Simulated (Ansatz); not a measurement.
Born–Oppenheimer molecular dynamics of CH4BFS (8 atoms, charge 0, multiplicity 1). It starts at the highest image of a converged band, a first-order saddle point between two minima.

The calculation used Ansatz 0.2.0, RKS PBE-D4/def2-SVP.

```json
{"ensemble": "NVE (velocity Verlet)", "time step": "0.5 fs", "steps asked": "200", "starting velocities drawn for": "100 K", "seed": "2368"}
```

First frame:

```xyz
8
Properties=species:S:1:pos:R:3
B -0.825 -0.200 -0.595
C 0.617 0.343 0.403
S -1.250 -1.861 -0.553
H 0.081 -0.853 0.240
F -1.260 0.918 -1.186
H 1.228 0.792 -0.401
H 0.111 1.101 1.028
H 1.298 -0.239 1.064
```

**Question.** How far do the bonds stretch over the last three quarters of this one trajectory? (Pairs bonded in most of those frames.)

**Answer.** 
```csv
bond,mean (Å),spread (Å),shortest,longest
B1–C2,1.572,0.068,1.42,1.68
B1–S3,1.859,0.077,1.75,2.01
B1–F5,1.355,0.054,1.25,1.44
C2–H6,1.112,0.011,1.09,1.14
C2–H7,1.115,0.010,1.10,1.13
C2–H8,1.108,0.007,1.10,1.12
S3–H4,1.437,0.117,1.23,1.63
```

Mean temperature of the second half: 1383 K. The conserved energy stayed within 0.44 meV per atom of its start (net change -0.061 meV per atom), so the integration is sound. The system heated up, since it started high on the potential surface and ran downhill. A run of 0.1 ps of so small a system gives no equilibrium averages. The orbitals stay closed-shell, which can raise the energy where a bond breaks towards radicals; this wasn't checked here.

The run took 3.1 min on 2 threads of Arm Neoverse V2 (shared host), peak memory 0.14 GiB.
